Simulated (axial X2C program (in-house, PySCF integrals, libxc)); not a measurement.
# Photoelectron levels of InO⁻ by EOM-IP-CCSD

Computed with an axial X2C code built on PySCF integrals: two-component X2C with atomic mean-field Coulomb and Gaunt terms, Gaussian nuclei, basis In dyall-acv3z, O dyall-av3z with contracted cores.

R = 2.002 Å (1.045 times 1.916 Å, the PBE0 minimum at charge -1 for the lowest determinant).

Vertical detachment energies of InO⁻ to the states of InO:

```json
{"Ω of InO": "1/2", "vertical detachment energy (eV)": "2.249", "above lowest (cm⁻¹)": "0", "ionised spinor": "52% O pσ, 24% In pσ, 19% In sσ", "one-hole weight": "0.93"}
{"Ω of InO": "3/2", "vertical detachment energy (eV)": "2.383", "above lowest (cm⁻¹)": "1079", "ionised spinor": "85% O pπ, 8% In pπ", "one-hole weight": "0.90"}
{"Ω of InO": "1/2", "vertical detachment energy (eV)": "2.397", "above lowest (cm⁻¹)": "1198", "ionised spinor": "83% O pπ, 9% In pπ", "one-hole weight": "0.90"}
{"Ω of InO": "1/2", "vertical detachment energy (eV)": "5.818", "above lowest (cm⁻¹)": "28792", "ionised spinor": "55% In sσ, 35% O pσ", "one-hole weight": "0.90"}
```

Problem. Take the first Ω = 1/2 and Ω = 3/2 rows of π character: how far apart are they, and which lies lower?

Solution. E(3/2) − E(1/2) = 1079 − 1198 = -119 cm⁻¹ at EOM-IP-CCSD: inverted, Ω = 3/2 lower. Splittings at this level can be off by ten to twenty per cent.

This point took 36 s on 1 thread of Intel(R) Xeon(R) Processor @ 2.30GHz, with other jobs on the host.

Reference electrons by ω block (each with its −ω partner): 1/2: 19, 3/2: 8, 5/2: 2. 20 electrons of InO⁻ correlated (inner shells frozen), 94 natural virtual spinors (a truncated set); levels can be off by some tenths of an eV. Roots sought by Ω: (1/2: 4, 3/2: 3, 5/2: 1); rows need 60 % one-particle weight and stop where some Ω has no more roots. Missing are any skipped roots, higher Ω and states of a further excitation; these come out far too high here and may in truth be low or lowest. T1 of the reference 0.032 (Lee–Taylor). Number of frozen shells: In 4 s, 3 p, 1 d; O 1 s. Large amplitudes in the reference (orbital relaxation or multireference character) lower the reliability.
